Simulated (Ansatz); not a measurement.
```xyz
3

C     0.0000    0.0000    0.0000
H     0.0000    0.0000   -1.0470
C     0.0000    0.0000    1.2778
```

Basis set: cc-pVDZ (spherical functions). Frozen core: 2 orbitals. Correlation on ROHF uses semicanonical orbitals with singles. Charge 0, multiplicity 2.

Computed with Ansatz (development build ahead of 0.2.0); the reference of a correlated method needn't be the lowest determinant of its kind.

The atomization energy at this shape (free ground-state atoms in the same class of orbitals less the molecule, no zero-point energy) of doublet C₂H:

| method | atomization energy |
| --- | --- |
| UHF-CCSD(T) | 10.22 eV |

(1) What does ROHF-CCSD(T) give?

Answers

(1) 10.27 eV. Caution: the reference determinant was not shown to be the lowest. Caution for ROHF-CCSD(T): an unrestricted determinant lies well below. Caution for UHF-CCSD(T): the unrestricted determinant is spin contaminated.
